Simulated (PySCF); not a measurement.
CH3Cl2FOSi, SMILES CO[Si](F)(Cl)Cl.

The structure is a stationary point at B3LYP-D3(BJ)/def2-SVP. Other conformers were not sampled.

Method: TDDFT-PBE/def2-SVPD in PySCF.

Vertical excitations. Gas-phase values at a fixed geometry.

```
state  energy (eV)  λ (nm)      f          main pairs
-----  -----------  ------  -----  ------------------
S1            6.54     189  0.004      HOMO→LUMO 99 %
S2            7.00     177  0.009    HOMO−1→LUMO 97 %
S3            7.17     173  0.024    HOMO−2→LUMO 96 %
S4            7.44     167  0.018    HOMO−3→LUMO 96 %
S5            7.55     164  0.012    HOMO→LUMO+1 96 %
S6            7.73     160  0.026    HOMO−4→LUMO 95 %
S7            7.91     157  0.021    HOMO−5→LUMO 90 %
S8            7.98     155  0.017    HOMO→LUMO+2 83 %
S9            7.99     155  0.006  HOMO−1→LUMO+1 90 %
S10           8.14     152  0.008  HOMO−2→LUMO+1 88 %
T1            6.36     195      0      HOMO→LUMO 99 %
T2            6.75     184      0    HOMO−1→LUMO 92 %
T3            6.84     181      0    HOMO−2→LUMO 93 %
T4            7.14     174      0    HOMO−3→LUMO 98 %
```
Triplets are in the Tamm–Dancoff approximation, which puts them higher than full response would, so one can lie above its singlet here.
